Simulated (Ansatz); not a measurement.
Relaxation of H$_{8}$OSi$_{3}$ (12 atoms, charge 0, multiplicity 1), to a largest force component of 0.02 eV/Å in at most 40 steps.

All numbers below come from RKS PBE0-D4/STO-3G in Ansatz.

```xyz
12
Properties=species:S:1:pos:R:3
Si 0.000 0.000 0.000
O 0.000 0.000 1.680
H -0.909 -0.281 2.017
Si 2.094 0.000 -0.739
H 2.551 -1.376 -0.908
H 2.157 0.694 -2.022
H 2.951 0.682 0.226
Si -1.046 1.812 -0.739
H -2.430 1.478 -1.061
H -1.022 2.844 0.293
H -0.374 2.307 -1.937
H -0.688 -1.191 -0.486
```

Where does it end, and by what steps?

The forces met the threshold. Limits of this set-up: minimal basis. After 18 steps the energy has fallen by 0.200 eV; H9 moved furthest, 0.88 Å.

| step | energy less start (eV) | largest force component (eV/Å) | accepted |
| --- | --- | --- | --- |
| 0 | 0.0000 | 1.785 | yes |
| 1 | -0.1223 | 0.554 | yes |
| 2 | -0.1618 | 0.222 | yes |
| 3 | -0.1649 | 0.765 | yes |
| 4 | -0.1724 | 0.181 | yes |
| 5 | -0.1798 | 0.044 | yes |
| 6 | -0.1766 | 0.367 | no |
| 7 | -0.1843 | 0.040 | yes |
| 8 | -0.1871 | 0.102 | yes |
| 9 | -0.1847 | 0.323 | no |
| 10 | -0.1910 | 0.024 | yes |
| 11 | -0.1934 | 0.047 | yes |
| 12 | -0.1956 | 0.128 | yes |
| 13 | -0.1965 | 0.127 | yes |
| 14 | -0.1979 | 0.114 | yes |
| 15 | -0.1990 | 0.054 | yes |
| 16 | -0.1998 | 0.035 | yes |
| 17 | -0.2000 | 0.030 | yes |
| 18 | -0.2001 | 0.016 | yes |

```xyz
12
Properties=species:S:1:pos:R:3
Si -0.014 -0.028 -0.120
O -0.114 -0.404 1.567
H -1.113 -0.530 1.718
Si 2.177 0.021 -0.627
H 2.828 -1.225 -0.300
H 2.350 0.252 -2.041
H 2.858 1.081 0.076
Si -1.074 1.891 -0.666
H -2.463 1.858 -0.271
H -0.469 3.041 -0.037
H -1.033 2.102 -2.095
H -0.649 -1.091 -0.882
```

Whether the end is a true minimum wasn't checked by a vibrational analysis.

Run time: 48 s on 1 thread of Arm Neoverse V1 (shared host), peak memory 0.11 GiB.
